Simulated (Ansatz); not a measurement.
Correlation energies of the Sn atom by basis set

Total charge 0; spin multiplicity 3. Correlated methods freeze the filled d shell of Sn. Sn: def2 effective core potential. A free atom. Frozen core, unrestricted reference, Ansatz 0.2.0.

| basis | HF (Eh) | MP2 corr. |
| --- | --- | --- |
| def2-SVP | -213.33613 | -0.03426 |
| def2-TZVPP | -213.33992 | -0.04300 |
| def2-QZVPP | -213.34066 | -0.04669 |

Q: Estimate the CCSD correlation energy and the (T) correction in each basis where they were run (hartree).

A: 
```csv
basis,CCSD corr.,(T)
def2-SVP,-0.04813,-0.00059
def2-TZVPP,-0.05596,-0.00154
def2-QZVPP,-0.05841,-0.00184
```
